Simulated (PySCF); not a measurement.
Zn(Me)(NH2) (CH₅NZn), SMILES [CH3][Zn][NH2]. Atoms are numbered in the order given.

```xyz
8

Zn    -0.0104    -0.0250     0.0127
C     -0.3720     1.4649    -1.1668
H     -1.2431     2.0543    -0.8134
H     -0.6003     1.1158    -2.1950
H      0.4979     2.1510    -1.2284
N      0.4946    -1.3719     1.1559
H      0.4889    -2.3152     0.7456
H     -0.0623    -1.4418     2.0180
```

Geometry: PBE-D3(BJ)/def2-SVP. The values are those of a single conformer.

All values below come from TDDFT-LC-ωPBE/def2-SVPD in PySCF 2.14.0.

Vertical excitations. The molecule is in vacuum.

### Question
Estimate the UV-visible absorptions. (The exact figures need the calculation; the answer reports its results.)

### Answer

```tsv
state	energy (eV)	λ (nm)	f	main pairs
S1	5.99	207	0.092	HOMO→LUMO 77 %
S2	6.23	199	0.000	HOMO→LUMO+1 92 %
S3	7.03	176	0.025	HOMO→LUMO+2 84 %
S4	7.45	166	0.048	HOMO−1→LUMO+1 92 %
S5	7.55	164	0.203	HOMO−1→LUMO 77 %
S6	7.99	155	0.143	HOMO−1→LUMO+2 59 %, HOMO→LUMO+3 22 %
S7	8.05	154	0.045	HOMO→LUMO+3 39 %, HOMO−1→LUMO+2 23 %, HOMO−1→LUMO 9 %, HOMO→LUMO+4 8 %
S8	8.61	144	0.003	HOMO→LUMO+5 58 %, HOMO→LUMO+7 33 %
S9	8.84	140	0.056	HOMO−2→LUMO 63 %, HOMO−1→LUMO+3 25 %
S10	9.24	134	0.099	HOMO−2→LUMO+1 90 %
T1	5.36	231	0	HOMO→LUMO 84 %
T2	6.13	202	0	HOMO→LUMO+1 91 %
T3	6.27	198	0	HOMO→LUMO+2 83 %
T4	6.70	185	0	HOMO−1→LUMO 78 %
```
Triplets are in the Tamm–Dancoff approximation, which puts them higher than full response would, so one can lie above its singlet here.
